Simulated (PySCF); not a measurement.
C₅H₁₀F₂Ge.
Atom-mapped SMILES: `[F:1][C@@H:2]1[CH2:3][CH2:4][CH2:5][Ge@@H:6]([F:7])[CH2:8]1` (hydrogens: H9 on C2; H10, H11 on C3; H12, H13 on C4; H14, H15 on C5; H16 on Ge6; H17, H18 on C8)

All values: B3LYP/def2-SVPD (PySCF, non-relativistic), on one gas-phase PBE0-D3(BJ)/def2-SVP geometry that isn't relaxed in the solvent. The solvent is an IEF-PCM continuum (van der Waals radii × 1.2). Specific hydrogen bonds and non-electrostatic terms are outside this model. Spin–orbit coupling is left out although an atom past zinc is present.

Gas phase at B3LYP/def2-SVPD: HOMO -7.82 eV, LUMO -0.06 eV, dipole 2.53 D.

Problem. What does the continuum do to the energy, the frontier levels and the dipole at B3LYP/def2-SVPD in chloroform and methanol?

Solution. 
| solvent | ε | E(solvent) − E(gas) (kcal/mol) | polarisation term (kcal/mol) | distortion of the solute (kcal/mol) | HOMO (eV) | LUMO (eV) | dipole (D) |
| --- | --- | --- | --- | --- | --- | --- | --- |
| chloroform | 4.711 | -4.00 | -4.43 | 0.43 | -7.61 | 0.07 | 3.04 |
| methanol | 32.61 | -5.43 | -6.25 | 0.82 | -7.55 | 0.07 | 3.24 |

The first energy column is the sum of the next two and covers electrostatics alone. The atom shares or the degeneracy of the LUMO differ from the gas phase in chloroform and methanol, so that column needn't follow one orbital. From chloroform to methanol the lowering changes by a factor 1.36, Onsager's factor (ε − 1)/(2ε + 1) by 1.34 and ε itself by 6.9.

Problem. Which radius a makes the point-dipole formula ΔE = −[(ε − 1)/(2ε + 1)]·μ²/a³ give the value in methanol, with the gas-phase dipole?

Solution. μ = 0.995 au and |ΔE| = 0.00865 Eh give a = 2.01 Å; the farthest nucleus lies 3.19 Å from the centroid of the nuclei, so such a sphere wouldn't even hold the nuclei. The formula assumes a rigid point dipole at the centre of a sphere.

Problem. How does the static polarisability (B3LYP/def2-SVPD, frozen core, with the continuum's full static response) change?

Solution. 
```csv
medium,isotropic (au),principal values (au),⟨r²⟩ of the electrons (bohr²)
gas,85.4,"76.3, 87.5, 92.4",1286.6
chloroform,105.9,"96.1, 108.3, 113.2",1286.7
methanol,115.5,"106.7, 117.5, 122.3",1286.8
```

The isotropic value in methanol is 1.35 times the gas-phase one; no cavity-field correction is applied. ⟨r²⟩ is taken about the centre of nuclear charge.

Hardware: one thread of an Arm Neoverse V2, no GPU (shared host). Cost: 75 s of wall time. This is the whole response run at B3LYP/def2-SVPD in methanol, SCF included.
